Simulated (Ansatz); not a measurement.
One change: `[SiH3]/C=C\CCl` becomes `[SiH3]/C=C/Br`.

Ansatz, PBE0-D4/def2-TZVP geometries, multiplicity 1. Each molecule was computed in one conformer, which needn't be the lowest.

Scalar relativity is left out up to krypton. Spin–orbit coupling is left out; it splits and shifts lone-pair levels of the heavy atoms by tenths of an eV.

| property | `[SiH3]/C=C\CCl` |
| --- | --- |
| HOMO–LUMO gap (PBE0/def2-TZVPP) / eV | 7.04 |
| HOMO–LUMO gap (B3LYP/def2-TZVPP) / eV | 6.61 |
| HOMO energy (PBE/def2-TZVPP) / eV | -6.80 |
| size of the dipole moment (ωB97M-V/def2-TZVPP) / D | 1.66 |
| LUMO energy (ωB97M-V/def2-TZVPP) / eV | 1.19 |
| size of the dipole moment (PBE/def2-TZVPP) / D | 1.61 |

Problem. What does the change do to each property? (Estimate.)

Solution. The calculation gave: 
```tsv
property	`[SiH3]/C=C/Br`	shift
HOMO–LUMO gap (PBE0/def2-TZVPP) / eV	6.70	-0.34
HOMO–LUMO gap (B3LYP/def2-TZVPP) / eV	6.27	-0.34
HOMO energy (PBE/def2-TZVPP) / eV	-6.43	0.37
size of the dipole moment (ωB97M-V/def2-TZVPP) / D	0.90	-0.76
LUMO energy (ωB97M-V/def2-TZVPP) / eV	1.26	0.07
size of the dipole moment (PBE/def2-TZVPP) / D	0.77	-0.84
```

With PBE0 the HOMO rises by 0.40 eV and the LUMO rises by 0.07 eV, so the gap narrows by about 0.33 eV. PBE moves the HOMO by 0.37 eV and ωB97M-V by 0.46 eV. Dipoles are sizes alone; their direction can turn.

B3LYP here is the variant with VWN-RPA as its local correlation; programs differ in this.
